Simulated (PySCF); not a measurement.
CH₄F₂OSi, SMILES C[Si](O)(F)F. Atoms are numbered in the order given.

```xyz
9

C     -0.1801     1.8083     0.0000
Si    -0.0065    -0.0208     0.0000
O     -1.4836    -0.7346     0.0000
F      0.8460    -0.5311    -1.2790
F      0.8460    -0.5311     1.2790
H     -0.7314     2.1421     0.8922
H      0.8089     2.2910     0.0000
H     -0.7314     2.1421    -0.8922
H     -1.5336    -1.6961     0.0000
```
Charge 0, spin multiplicity 1.

Geometry: ωB97X-D3(BJ)/def2-SVP. The values are those of a single conformer.

Two levels are set side by side: PBE/pcSseg-1 (PySCF) and PBE0/pcSseg-1 (PySCF). GIAO shifts against CFCl3 (¹⁹F), H2O (¹⁷O), TMS (²⁹Si), TMS (¹H), TMS (¹³C) at the same level; non-relativistic, no solvent, atoms listed together averaged. Differences are taken from unrounded values.

```csv
quantity,PBE0
δ(¹³C) of C1 (ppm),-6.1
δ(²⁹Si) of Si2 (ppm),-33.7
δ(¹⁷O) of O3 (ppm),57.2
"δ(¹⁹F) of F4, F5 (ppm)",-145.2
δ(¹H) of H9 (ppm),2.65
```

Question: What does PBE give, and how far is it from PBE0? (The exact figures need the calculation; the answer reports its results.)

Answer: 
```
quantity                   PBE  PBE minus PBE0
----------------------  ------  --------------
δ(¹³C) of C1 (ppm)        -6.7            -0.6
δ(²⁹Si) of Si2 (ppm)     -33.3             0.4
δ(¹⁷O) of O3 (ppm)        65.2             8.0
δ(¹⁹F) of F4, F5 (ppm)  -161.2           -16.1
δ(¹H) of H9 (ppm)         2.48           -0.17
```

Rough cost on one machine, each run with all the roots and properties that it gave: PBE0 against PBE within a factor of 2.
